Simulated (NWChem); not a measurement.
Molecule: C3H5NO2; SMILES O1C=NCOC1

```xyz
11

C      0.9891    -0.8957    -0.0857
N      1.3643     0.3003     0.0793
C      0.3594     1.3154     0.1045
O     -0.9145     0.8752    -0.3275
C     -1.2201    -0.3457     0.2285
O     -0.2802    -1.3383    -0.1477
H      1.7093    -1.7167    -0.1918
H      0.6434     2.1273    -0.5821
H      0.2984     1.7439     1.1256
H     -2.1985    -0.6710    -0.1469
H     -1.2343    -0.2982     1.3374
```
Atoms are numbered in this order, from 1.

Results from NWChem. Pople sets run with spherical d functions. STO-3G and 3-21G are far too small for this property and stand as cheap habits. All runs use the structure optimised with PBE0/def2-SVP. GIAO values for the isolated, static molecule; σ is the absolute isotropic shielding, δ = σ(reference) − σ with the isolated reference molecule computed at the same levels (13C: tetramethylsilane, 1H: tetramethylsilane, 15N: ammonia, 17O: water).

```tsv
level	δ N2 (ppm)	δ C3 (ppm)	δ C5 (ppm)	δ O6 (ppm)	δ H7 (ppm)	δ H9 (ppm)	δ H11 (ppm)
Hartree-Fock/STO-3G	?	?	?	?	?	?	?
B3LYP/6-31G*	232.0	73.0	84.5	151.9	6.85	4.93	5.27
BHandHLYP/pcSseg-1	276.8	77.3	87.7	172.8	6.86	4.77	4.88
```

### Question
Some entries are withheld; supply them.

### Answer

- Hartree-Fock/STO-3G, δ N2 (ppm): 222.2
- Hartree-Fock/STO-3G, δ C3 (ppm): 61.0
- Hartree-Fock/STO-3G, δ C5 (ppm): 69.6
- Hartree-Fock/STO-3G, δ O6 (ppm): 49.3
- Hartree-Fock/STO-3G, δ H7 (ppm): 7.61
- Hartree-Fock/STO-3G, δ H9 (ppm): 2.75
- Hartree-Fock/STO-3G, δ H11 (ppm): 2.31
